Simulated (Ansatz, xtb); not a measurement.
**Two isomers of C5H6F2O**

Structure X: `FC1=CCO[C@H](F)C1`, a singlet. Structure Y: `FC[C@]1(F)C=CCO1`, a singlet. Both are isolated molecules in the gas phase, relaxed with r2SCAN-D4/def2-SVP; the shapes shown needn't be the lowest conformers.

X (Å):

```yaml
atoms:
  - { symbol: C, position_ang: [-1.8639, -0.9500, 0.7573] }
  - { symbol: C, position_ang: [-1.1062, -1.0086, 1.8532] }
  - { symbol: C, position_ang: [0.3379, -0.6123, 1.7913] }
  - { symbol: C, position_ang: [-0.0262, 0.2101, -0.3914] }
  - { symbol: C, position_ang: [-1.3615, -0.5047, -0.5711] }
  - { symbol: F, position_ang: [-3.1591, -1.3052, 0.7715] }
  - { symbol: F, position_ang: [-0.2861, 1.4810, 0.1053] }
  - { symbol: O, position_ang: [0.8248, -0.4598, 0.4601] }
  - { symbol: H, position_ang: [-1.5348, -1.3190, 2.8102] }
  - { symbol: H, position_ang: [0.9766, -1.3839, 2.2506] }
  - { symbol: H, position_ang: [0.5031, 0.3280, 2.3543] }
  - { symbol: H, position_ang: [0.5149, 0.3287, -1.3446] }
  - { symbol: H, position_ang: [-1.2376, -1.3663, -1.2512] }
  - { symbol: H, position_ang: [-2.0866, 0.1801, -1.0405] }
```

Y (Å):

```yaml
atoms:
  - { symbol: C, position_ang: [0.2655, -1.7572, -0.6117] }
  - { symbol: C, position_ang: [0.3346, -0.2661, -0.3445] }
  - { symbol: C, position_ang: [-0.1819, 0.2288, 0.9759] }
  - { symbol: C, position_ang: [-1.0071, 1.2566, 0.7581] }
  - { symbol: C, position_ang: [-1.1484, 1.4680, -0.7148] }
  - { symbol: F, position_ang: [-1.0252, -2.1949, -0.4275] }
  - { symbol: F, position_ang: [1.6997, 0.0462, -0.4523] }
  - { symbol: O, position_ang: [-0.3846, 0.4232, -1.3078] }
  - { symbol: H, position_ang: [0.9400, -2.2906, 0.0790] }
  - { symbol: H, position_ang: [0.5777, -1.9434, -1.6529] }
  - { symbol: H, position_ang: [0.1464, -0.1773, 1.9338] }
  - { symbol: H, position_ang: [-1.5053, 1.8733, 1.5097] }
  - { symbol: H, position_ang: [-2.1932, 1.3820, -1.0641] }
  - { symbol: H, position_ang: [-0.7684, 2.4579, -1.0348] }
```

Energies in hartree; the thermal terms are from GFN2-xTB frequencies at re-optimised GFN2-xTB minima (ideal gas, soft modes damped towards free rotors, one conformer each, 298.15 K, 1 atm) and include the zero-point energy:

|  | X | Y |
| --- | --- | --- |
| E, CCSD(T)/def2-SVP | −467.482334 | −467.476956 |
| E, MP2/def2-SVP | −467.392750 | −467.387100 |
| E, MP2/def2-TZVPP | −468.272871 | −468.268337 |
| zero-point energy | 0.102451 | 0.100970 |
| H(298 K) − E | 0.110403 | 0.109337 |
| G(298 K) − E | 0.070918 | 0.068789 |

Problem. Correct the CCSD(T) difference for the basis set by the MP2 change, then work out ΔE, ΔE₀, ΔH and ΔG for X → Y in kJ/mol (1 Eh = 2625.50 kJ/mol) and the equilibrium ratio [Y]/[X].

Solution. 1. Differences Y − X: CCSD(T) +0.005378, MP2 in the small set +0.005650, MP2 in the large set +0.004534 Eh.
2. ΔE = +0.005378 + (+0.004534 − (+0.005650)) = +0.004262 Eh = +11.19 kJ/mol.
3. ΔE₀ = ΔE + ΔZPE = +0.004262 + (−0.001481) Eh = +7.30 kJ/mol.
4. ΔH = ΔE + (−0.001066) Eh = +8.39 kJ/mol.
5. ΔG = ΔE + (−0.002129) Eh = +5.60 kJ/mol, so ΔS = (ΔH − ΔG)/T = +9.4 J/(mol K).
6. kT = 0.9442 mEh, so K = [Y]/[X] = exp(−ΔG/kT) = exp(−2.26) ≈ 0.1.

Structure X is favoured at this temperature. An error of 4 kJ/mol in ΔG would change K by a factor of 5. Mirror images and further conformers aren't counted.

As drawn, both hold the same kinds of bond in the same numbers. Structure X has a 6-membered ring, Y a 5-membered ring.

Other levels gave ΔE = +32.5 (GFN2-xTB); +41.0 (HF/STO-3G, GFN2-xTB geometries); +25.7 (r2SCAN-D4/def2-SVP//GFN2-xTB); +22.9 (r2SCAN-D4/def2-SVP); +11.6 (HF/def2-SVP); +14.8 (MP2/def2-SVP); +14.1 (CCSD(T)/def2-SVP) kJ/mol. The correlated steps freeze 8 core orbitals. Programs: Ansatz 0.2.0, xtb 6.7.1.
